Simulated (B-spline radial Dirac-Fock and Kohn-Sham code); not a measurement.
## Kohn-Sham estimates against Dirac-Fock for the levels of Pt⁴³⁺

System: Pt⁴³⁺, 1s2 2s2 2p6 3s2 3p6 3d10 4s2 4p5.

The density-functional columns are spherical, spin-unpolarised Dirac-Kohn-Sham results without Breit or QED terms: −ε is minus the orbital energy of the initial state and ΔSCF the difference of two total energies. The reference in the last column comes from ΔSCF Dirac-Fock with Breit, self-energy and vacuum polarisation, finite nucleus, configuration average. All numbers are from an atomic code on a B-spline grid, in eV; a selection of levels is shown. For the 1s level of heavy atoms much of the gap between ΔSCF and the reference is the Breit and QED part, -418.7 eV here; for other levels the error of the functional can be larger.

```tsv
level	LDA −ε	LDA ΔSCF	Dirac-Fock
1s	80288.9	80919.7	80513.6
2s	15804.9	15947.7	16001.4
2p1/2	15246.6	15422.2	15390.9
3s	5218.0	5277.7	5331.8
3p1/2	4971.7	5034.7	5065.2
3d3/2	4175.3	4242.2	4240.4
3d5/2	4089.7	4155.0	4156.5
4s	2439.0	2469.9	2476.3
4p	2247.6	2277.8	2272.2
```

Values without a named source are computed, but for edge energies of neutral atoms, which are taken from tables.
